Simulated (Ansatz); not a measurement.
Abridged output of a molecular run in Ansatz:

```
Functional definition: HF
1397 factors; integrals over basis functions are off by at most 1.1e-3 eV
mean field evaluation 1: about -7893.8941 eV, gradient 5.0e1 eV
mean field evaluation 2: about -7894.1472 eV, gradient 5.0e1 eV
mean field evaluation 4: about -7898.7670 eV, gradient 3.7e0 eV
mean field evaluation 8: about -7898.8220 eV, gradient 2.4e-1 eV
mean field -7898.82217435 eV, -290.2763608934 hartree, gradient 2.7e-6 eV, S^2 0.000000; 0 other end points of the search recorded, 0 dependent functions left out
5 core orbitals not correlated: weight in the atoms' cores, before any rotation towards them, 1.000 or more for the frozen orbitals, at most 0.000 for the correlated occupied ones
reference -7898.82217435 eV, -290.2763608934 hartree; 15, 15 occupied and 205, 205 virtual orbitals, 1397 factors
second order -26.74530636 eV of doubles, -0.00000000 eV of singles
cycle   1  -26.65044239 eV  change    9.5e-2 eV  update   1.1e-1
cycle   2  -27.24170938 eV  change   -5.9e-1 eV  update   2.9e-2
cycle   3  -27.37907714 eV  change   -1.4e-1 eV  update   1.6e-2
cycle   4  -27.35999206 eV  change    1.9e-2 eV  update   3.7e-3
cycle   5  -27.35932299 eV  change    6.7e-4 eV  update   1.8e-3
cycle   6  -27.36028935 eV  change   -9.7e-4 eV  update   4.9e-4
cycle   7  -27.35994585 eV  change    3.4e-4 eV  update   1.7e-4
cycle   8  -27.35983698 eV  change    1.1e-4 eV  update   4.4e-5
cycle   9  -27.35984014 eV  change   -3.2e-6 eV  update   1.7e-5
perturbative correction -0.99879765 eV, -0.0367051365 hartree
Total energy: -7927.18081213 eV, -291.3185216098 hartree
```

Its atoms:

Cartesian coordinates in Å:
```
O -2.410 0.074 -0.041
B -1.104 0.390 -0.216
O -0.212 -0.630 -0.147
C 1.168 -0.369 -0.202
O 1.701 -0.160 1.062
H -2.987 0.835 -0.120
H -0.741 1.515 -0.440
H 1.370 0.543 -0.771
H 1.623 -1.231 -0.700
H 1.591 -0.967 1.575
```

Q: Which basis set was used?
A. def2-SVP
B. cc-pV(Q+d)Z
C. def2-QZVPP
D. def2-TZVPP

A: D. It gives 225 functions.

Q: Write the keys of the input that set method, charge and spin (a neutral closed shell needs none for the last two).

A: 
```yaml
correlation: {method: ccsd_t}
```
